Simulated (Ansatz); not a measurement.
Consider the formal exchange of groups at the In–Si bond: `FC[SiH2][InH2]` + `C[SiH3]` → `[SiH3][CH2][InH2]` + `FC[SiH3]`.

Gas-phase electronic energies from Ansatz, PBE0-D4/def2-TZVP geometries. CCSD(T)/CBS is the MP2 limit (def2-TZVPP, def2-QZVPP) plus CCSD(T) − MP2 in def2-TZVPP, frozen cores. This one scheme is used for every species. DFT in def2-TZVPP. def2 core potentials past Kr. For In outer-core shells are correlated without core-valence functions, which leaves a few kJ/mol of doubt a bond. Each species was taken in one conformer, which may not be the lowest.

`FC[SiH2][InH2]`:

Cartesian coordinates in Å:
```
F -0.850 1.413 0.287
C -0.403 0.508 1.287
Si 0.506 -0.924 0.393
In 0.115 0.079 -1.945
H -1.291 0.186 1.834
H 0.239 1.079 1.960
H 1.906 -1.009 0.896
H -0.161 -2.214 0.724
H 1.255 1.192 -2.611
H -1.318 -0.310 -2.825
```

`C[SiH3]`:

```xyz
8

C     0.333   -0.688   -0.625
Si   -0.298    0.616    0.559
H     0.398   -1.661   -0.132
H     1.327   -0.428   -0.995
H    -0.334   -0.787   -1.484
H    -1.651    0.258    1.064
H    -0.388    1.939   -0.115
H     0.614    0.750    1.728
```

`[SiH3][CH2][InH2]`:

Z-matrix (Å, degrees):
```
Si
C 1 1.860
H 1 1.491 2 110.4
H 1 1.490 2 113.1 3 120.7
H 1 1.491 2 110.4 3 -118.5
In 2 2.161 1 112.9 3 59.1
H 2 1.093 1 109.3 3 179.8
H 2 1.094 1 109.3 3 -61.5
H 6 1.726 2 119.1 1 -89.8
H 6 1.726 2 119.1 1 90.2
```

`FC[SiH3]`:

```xyz
8

F     0.632    0.384   -1.788
C    -0.049    0.740   -0.629
Si    0.015   -0.671    0.635
H    -1.082    0.981   -0.900
H     0.411    1.650   -0.229
H    -0.727   -0.230    1.847
H     1.424   -0.968    0.994
H    -0.625   -1.886    0.072
```

```
            species  r2SCAN energy (Eh)
   `FC[SiH2][InH2]`          -621.19384
          `C[SiH3]`          -331.17338
`[SiH3][CH2][InH2]`          -521.94825
         `FC[SiH3]`          -430.39953
```

(1) Work out ΔE.

Largest T1 diagnostic among the species: 0.014.

Answers

(1) ΔE = (-521.94825) + (-430.39953) − (-621.19384) − (-331.17338) = 0.01944 Eh = +51.0 kJ/mol. CCSD(T)/CBS gives +41.8 kJ/mol.

Leaving LDA and LC-ωPBE aside and taking each functional with its dispersion term where it has one, the values, not all of them listed here, spread over 10.5 kJ/mol, from B2PLYP to PBE-D4. At CCSD(T), def2-SVP lies +11.0 kJ/mol from the extrapolated value and def2-TZVPP −1.4 kJ/mol. From BLYP to BHLYP (50 % exact exchange), in def2-TZVPP and without D4, ΔE moves by −3.3 kJ/mol.
